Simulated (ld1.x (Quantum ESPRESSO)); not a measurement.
Configuration tests for N (TM)

nitrogen, norm-conserving Troullier–Martins (Kleinman–Bylander form), made with ld1.x (Quantum ESPRESSO) 7.5 (Wu–Cohen, scalar-relativistic). Core [He], reference 2s2 2p3. Waves: 2s (bound): rc 1.10 bohr; 2p (bound): rc 1.85 bohr. Local part: the p channel. Core correction: Bessel-smoothed model core, default radius (core density twice the valence density).

Energies are relative to the spin-unpolarised reference configuration 2s2 2p3; without spin polarisation the order of configurations can differ from experiment. The frozen-core shift is the all-electron ΔE with the core orbitals held at their reference shape minus the fully relaxed ΔE.

```csv
valence configuration,charge,ΔE all-electron (eV),error AE − PS (meV),frozen-core shift (meV)
2s2 2p2,+1,13.561,+9.1,+0.2
2s2 2p0,+3,89.372,+1086,+14
2s1 2p4,0,11.430,-0.5,+0.4
2s1 2p0,+4,167.012,+1840,+45
2s0 2p5,0,22.885,+1.4,+1.6
2s2 2p2.5,+0.5,5.078,-0.8,0.0
```

Q: What are ΔE and the potential's error for 2s2 2p1?

A: ΔE = 42.379 eV all-electron; the error (AE − PS) is +208 meV.

Levels in the configuration 2s2 2p2.5:

```tsv
level	all-electron (eV)	pseudo (eV)
2s	-25.016	-25.045
2p	-13.414	-13.412
```
